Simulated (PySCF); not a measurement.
**O²⁺: ionisation energy**

O²⁺ [He] 2s2 2p2 (3P) → O³⁺ [He] 2s2 2p1 (2P), as a difference of total energies. All numbers are calculated (PySCF 2.14, the spin-free X2C one-electron Hamiltonian (Gaussian nucleus), in x2c-QZVPPall (7s4p3d2f1g, 57 functions)). Correlated levels: valence and next inner shell: nothing frozen. The calculations carry no spin-orbit coupling.

| method | ionisation energy (eV) | plus first-order spin-orbit estimate | difference from reference of that sum (eV) |
| --- | --- | --- | --- |
| UHF | 54.609 | 54.603 | -0.333 |
| MP2 (valence and next inner shell) | 55.075 | 55.069 | +0.133 |
| SCS-MP2 (valence and next inner shell) | 54.916 | 54.910 | -0.026 |
| CCSD (valence and next inner shell) | 54.865 | 54.860 | -0.076 |
| CCSD(T) (valence and next inner shell) | 54.874 | 54.869 | -0.067 |

Reference: 54.936 eV (semi-empirical (NIST evaluation); NIST Atomic Spectra Database, ionization energies).

A first-order spin-orbit estimate (lowest level to lowest level, LS coupling) adds -0.005 eV.

Errors of the correlated levels include the incompleteness of this basis.
